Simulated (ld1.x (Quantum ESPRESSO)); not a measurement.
## palladium (Pd), RRKJ: configuration errors across variants

Pd, norm-conserving RRKJ (Kleinman–Bylander form), made with ld1.x (Quantum ESPRESSO) 7.5 (LDA (PZ), scalar-relativistic). Core [Ar] 3d10, reference 4s2 4p6 4d10 5s0 5p0. Waves: 4s (bound): rc 1.40 bohr; 4p (bound): rc 1.10 bohr; 4d (bound): rc 1.50 bohr. Local part: all-electron potential smoothed inside 1.20 bohr (lloc = -1). Core correction: a·sin(br)/r model core inside 0.55 bohr. rho0 = 0.02.

All-electron excitation energies from the reference (eV): (1) 4s2 4p6 4d9 5s0 5p0 9.389; (2) 4s2 4p6 4d8 5s0 5p0 30.470; (3) 4s2 4p6 4d7 5s0 5p0 65.065; (4) 4s2 4p6 4d9 5s0 5p1 5.318; (5) 4s2 4p6 4d9 5s1 5p0 1.436; (6) 4s1 4p6 4d10 5s0 5p0 91.691; (7) 4s2 4p5 4d10 5s0 5p0 57.340; (8) 4s2 4p6 4d9 5s0 5p0 spin 9.244; (9) 4s2 4p6 4d8 5s0 5p0 spin 29.835.

Spin tests fill each open shell by Hund’s rule, majority spin first.

Tests that are not counted but printed errors over 1 eV. “all radii but the core radius scaled by about 0.80 (s 1.12, p 0.88, d 1.20 bohr); local potential all-electron potential smoothed inside 0.96 bohr (lloc = -1)”: 4s2 4p6 4d9 5s1 5p0 (solver errors, printed error -3.3 eV).

1 further variants failed, have other tests or too few solved ones, and are left out.

A true bound ghost makes a file unfit for plane-wave use even where its test errors are small: the radial tests pick states by their node count and pass the ghost by. Where a test does run into it, the solver fails or the error is huge.

Errors AE − PS in meV (a dash: test not solved or not reliable):

```csv
change,(1),(2),(3),(4),(5),(6),(7),(8),(9),bound ghosts
base,+0.2,+0.3,+5.5,+11,+242,-82,-37,+4.4,+20,none
"all radii but the core radius scaled by about 0.80 (s 1.12, p 0.88, d 1.20 bohr); local potential all-electron potential smoothed inside 0.96 bohr (lloc = -1)",+0.6,+2.9,+12,+27,–,-32,-31,+4.6,+21,s
"all radii but the core radius scaled by about 1.10 (s 1.54, p 1.22, d 1.66 bohr); local potential all-electron potential smoothed inside 1.32 bohr (lloc = -1)",-0.4,-2.6,-0.2,+3.0,+40,-104,-57,+4.6,+21,none
"all radii but the core radius scaled by about 1.23 (s 1.72, p 1.34, d 1.84 bohr); local potential all-electron potential smoothed inside 1.48 bohr (lloc = -1)",-2.1,-8.8,-6.4,-55,-323,-114,-122,+4.7,+22,none
```

**Question.** Give the same row for: all radii but the core radius scaled by about 1.34 (s 1.88, p 1.48, d 2.02 bohr); local potential all-electron potential smoothed inside 1.62 bohr (lloc = -1).

**Answer.** -3.4, -8.9, +18, +86, –, -80, -188, +5.0, +29; bound ghosts: s. Not counted: 4s2 4p6 4d9 5s1 5p0 (solver errors, printed error -3.3 eV).
